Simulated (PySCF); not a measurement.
Manganese: a sound run and one with changed settings

Sound run: Mn²⁺ [Ar] 3d5, Mn³⁺ [Ar] 3d4. Calculation: PySCF 2.14, in aug-cc-pVDZ-DK (7s6p4d2f, 59 functions); scalar relativity by spin-free X2C-1e. In the sound run the correlated levels freeze [Ar]. The sound run starts from symmetry-adapted Hartree-Fock orbitals and uses a fine grid where one is needed.

A second run was set up differently.

| species | method | sound run (hartree) | changed run (hartree) | converged |
| --- | --- | --- | --- | --- |
| Mn²⁺ | UHF | -1156.61375 | -1156.61375 | yes |
| Mn²⁺ | B3LYP | -1157.70912 | -1157.70912 | yes |
| Mn²⁺ | MN15 | -1158.31940 | -1158.31940 | yes |
| Mn²⁺ | MP2 | -1156.66871 | -1156.65948 | yes |
| Mn³⁺ | UHF | -1155.41897 | -1155.41900 | yes |
| Mn³⁺ | B3LYP | -1156.45841 | -1156.45914 | yes |
| Mn³⁺ | MN15 | -1157.07043 | -1157.07205 | yes |
| Mn³⁺ | MP2 | -1155.44537 | -1155.44143 | yes |

Ionisation energy of Mn²⁺:

```tsv
method	sound run (eV)	changed run (eV)
UHF	32.512	32.511
B3LYP	34.034	34.014
MN15	33.986	33.942
MP2	33.289	33.145
SCS-MP2	32.771	32.722
```

Question: What was changed?
A. level shift left on
B. angular grid far too coarse
C. all electrons correlated in a valence basis
D. radial grid too coarse

Answer: A. It used initial guess sap, at most 50 SCF cycles, level shift 0.5 hartree. Where the changed run lies lower, it found another determinant of the same configuration, with other orbitals of the open shell filled.
